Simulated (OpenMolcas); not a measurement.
## How methods differ on GeH2Cl2 (SMILES [Cl][GeH2][Cl])

GeH2Cl2: 5 atoms, total charge 0, spin state singlet. SMILES: `[Cl][GeH2][Cl]`. The shape is that of a PBE0-D4/def2-TZVP optimisation.

Quantity: the dipole moment, in D. The values are calculated.

```
           level             kind     program  value (D)  CPU time
    HF/def2-SVPD     Hartree–Fock  OpenMolcas       2.21      26 s
 SVWN5/def2-SVPD              LDA  OpenMolcas       1.97      39 s
   PBE/def2-SVPD              GGA  OpenMolcas       1.92      48 s
 M06-L/def2-SVPD         meta-GGA  OpenMolcas       2.14      48 s
  TPSS/def2-SVPD         meta-GGA  OpenMolcas       1.95      49 s
 B3LYP/def2-SVPD    global hybrid  OpenMolcas       2.01      40 s
M06-2X/def2-SVPD  hybrid meta-GGA  OpenMolcas       2.09      56 s
  PBE0/def2-SVPD    global hybrid  OpenMolcas       2.04      42 s
```

All-electron rows without a relativistic Hamiltonian named are non-relativistic. The values span 1.92 to 2.21 D. Magnitudes only. CPU times are rough (shared hosts, several kinds of processor): they show what a rung costs within a factor of a few.
